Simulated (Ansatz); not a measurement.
Process, species as SMILES: [Cl][Mn][Cl] (sextet) -> [Cl][Mn] (septet) + Cl atom (the Cl-Mn bond at the site shown breaks; other sites are not compared here)
Each molecule is optimised on its own at B3LYP-D3(BJ)/def2-TZVP (Ansatz, a first-principles code). [Cl][Mn][Cl] (sextet): The spin state was set by rule; other spins were not relaxed. [Cl][Mn] (septet): The spin state was set by rule; other spins were not relaxed. A spin state is the lowest found, not a proven ground state.
Geometry of the first species:
```xyz
3

Mn     0.0000     0.0000     0.0000
Cl     0.0000     0.0000    -2.1895
Cl     0.0000     0.0000     2.1895
```
Charge 0, spin multiplicity 6.

Quantity: bond dissociation energy (electronic energy difference), in kcal/mol. Valence correlation only, unless marked. Open shells are spin-unrestricted. No spin-orbit coupling. The frozen core is the preceding noble-gas configuration, with the filled d and f shells of earlier blocks. Non-relativistic. CBS marks a two-point X^-3 extrapolation of the correlation energy; Hartree-Fock from the larger set. The bracket is a focal-point correction in the basis named.

| level | program | bond dissociation energy (kcal/mol) |
|---|---|---|
| HF/STO-3G | Ansatz | 108.3 |

Q: What does RI-MP2/CBS(def2-TZVPPD,def2-QZVPPD)+[CCSD(T)-MP2]/def2-TZVPPD (Ansatz) give?

A: 106.4 kcal/mol, so HF/STO-3G differs from it by 1.9 kcal/mol.
